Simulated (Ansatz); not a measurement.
CH₄AlBOSi (`O=C[SiH]1[BH][AlH]1`), 9 atoms. Charge 0, multiplicity 1. All runs use 2 threads of an Arm Neoverse V2 on a shared host. Correlated methods freeze the cores.

Q: Give the basis size and wall time and peak host memory of each of these runs in Ansatz. RKS PBE0-D4/def2-TZVP frequencies; RKS ωB97M-V/def2-SVP energy; RHF-MP2/def2-QZVPP energy; RKS PBE-D4/def2-TZVPP energy and forces; direct RPA on PBE orbitals/def2-TZVPP energy; RKS PBE0-D4/def2-TZVP relaxation (12 steps); RKS PBE0-D4/def2-SVP energy; RHF-CCSD(T)/def2-TZVPP energy; RKS PBE0-D4/def2-QZVPP energy; RHF-CCSD(T)/def2-SVP energy; RKS B2PLYP (frozen core)/def2-TZVPP energy; RKS ωB97M-V/def2-QZVPP energy. (Estimate.)

A: The calculation gave: Other jobs shared the machine, so times are rough.

```json
{"level": "RKS PBE0-D4/def2-SVP", "job": "energy", "functions": "98", "wall time": "1.4 s", "peak host memory (GiB)": "0.44"}
{"level": "RKS PBE-D4/def2-TZVPP", "job": "energy and forces", "functions": "233", "wall time": "3.5 s", "peak host memory (GiB)": "0.29"}
{"level": "RHF-CCSD(T)/def2-SVP", "job": "energy", "functions": "98", "wall time": "4.4 s", "peak host memory (GiB)": "0.44"}
{"level": "direct RPA on PBE orbitals/def2-TZVPP", "job": "energy", "functions": "233", "wall time": "7 s", "peak host memory (GiB)": "0.58"}
{"level": "RKS ωB97M-V/def2-SVP", "job": "energy", "functions": "98", "wall time": "7 s", "peak host memory (GiB)": "0.44"}
{"level": "RKS B2PLYP (frozen core)/def2-TZVPP", "job": "energy", "functions": "233", "wall time": "9.5 s", "peak host memory (GiB)": "0.57"}
{"level": "RKS PBE0-D4/def2-QZVPP", "job": "energy", "functions": "431", "wall time": "12 s", "peak host memory (GiB)": "1.3"}
{"level": "RKS ωB97M-V/def2-QZVPP", "job": "energy", "functions": "431", "wall time": "30 s", "peak host memory (GiB)": "1.6"}
{"level": "RHF-MP2/def2-QZVPP", "job": "energy", "functions": "431", "wall time": "31 s", "peak host memory (GiB)": "2.3"}
{"level": "RKS PBE0-D4/def2-TZVP", "job": "relaxation (12 steps)", "functions": "191", "wall time": "59 s", "peak host memory (GiB)": "0.47"}
{"level": "RHF-CCSD(T)/def2-TZVPP", "job": "energy", "functions": "233", "wall time": "100 s", "peak host memory (GiB)": "3.8"}
{"level": "RKS PBE0-D4/def2-TZVP", "job": "frequencies", "functions": "191", "wall time": "2.8 min", "peak host memory (GiB)": "0.47"}
```
